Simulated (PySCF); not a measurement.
CH3ISn, neutral, multiplicity 1. Atoms are numbered in the order given.

```xyz
6

Sn     0.4040    -1.2554     0.0000
I     -0.0630     1.4929     0.0000
C     -1.7498    -1.7918     0.0000
H     -1.8899    -2.8843     0.0000
H     -2.2356    -1.3589    -0.8897
H     -2.2356    -1.3589     0.8897
```
Charge 0, spin multiplicity 1.

Geometry optimised at B3LYP-D3(BJ)/def2-SVP. The def2 effective core potentials stand for the cores of I, Sn; spin–orbit coupling is left out.

Method: TDDFT-PBE0/def2-SVPD run with PySCF.

Vertical excitations. The molecule is in vacuum. State labels are in the subgroup Cs.

Computed UV-visible absorptions:
```tsv
state	symmetry	energy (eV)	λ (nm)	f	main pairs
S1	A"	2.46	505	0.009	HOMO→LUMO 100 %
S2	A"	3.37	368	0.006	HOMO−2→LUMO 100 %
S3	A'	3.66	339	0.022	HOMO−1→LUMO 93 %
S4	A"	4.09	303	0.000	HOMO−3→LUMO 99 %
S5	A'	4.41	281	0.092	HOMO→LUMO+1 91 %
S6	A"	5.11	242	0.004	HOMO−1→LUMO+1 99 %
S7	A'	5.29	234	0.114	HOMO−2→LUMO+1 88 %
S8	A'	5.97	208	0.089	HOMO→LUMO+2 70 %, HOMO→LUMO+3 27 %
S9	A'	6.05	205	0.117	HOMO→LUMO+3 65 %, HOMO→LUMO+2 24 %
S10	A'	6.52	190	0.253	HOMO−2→LUMO+2 42 %, HOMO−3→LUMO+1 42 %
T1	A"	1.76	706	0	HOMO→LUMO 91 %
T2	A'	3.05	407	0	HOMO−1→LUMO 99 %
T3	A"	3.10	400	0	HOMO−2→LUMO 91 %
T4	A'	3.68	337	0	HOMO→LUMO+1 94 %
```
Triplets are in the Tamm–Dancoff approximation, which puts them higher than full response would, so one can lie above its singlet here.
